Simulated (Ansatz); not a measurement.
FNa, charge -1, doublet, at the geometry of the source list (a state made from the parent by changing its charge; the spin is typed, not shown lowest) (a gas-phase anion, which may not be bound at this level); PBE0/6-31G* run with Ansatz (a program for electronic structure).

Input for Ansatz:
Ansatz 0.2 input:
```yaml
crystal:
  periodic: [false, false, false]
  atoms:
    - {symbol: Na, position_ang: [-0.46820000, -0.38610000, -0.63250000]}
    - {symbol: F, position_ang: [0.46820000, 0.38610000, 0.63250000]}
basis:
  gaussian:
    orbitals: 6-31G*
hamiltonian:
  xc: pbe0
total_charge: -1
magnetization: {spin_polarized: true, initial_magnetization: 1}
```

Question: Predict the main parts of the log of this Ansatz run.

Answer: 
```
Functional definition: PBE0
285 factors; integrals over basis functions are off by at most 3.4e-4 eV
mean field evaluation 1: about -7003.5297 eV, gradient 1.4e2 eV
mean field evaluation 2: about -7029.0232 eV, gradient 1.6e2 eV
mean field evaluation 4: about -7127.2822 eV, gradient 1.2e1 eV
mean field evaluation 8: about -7128.0668 eV, gradient 2.5e-1 eV
mean field evaluation 16: about -7128.0690 eV, gradient 7.5e-5 eV
mean field -7128.06901864 eV, -261.9517048564 hartree, gradient 7.8e-5 eV, S^2 0.750338; 0 other end points of the search recorded, 0 dependent functions left out
reference -7128.06904315 eV, -261.9517057568 hartree; 11, 10 occupied and 23, 24 virtual orbitals, 285 factors
Total energy: -7128.06904315 eV, -261.9517057568 hartree
```
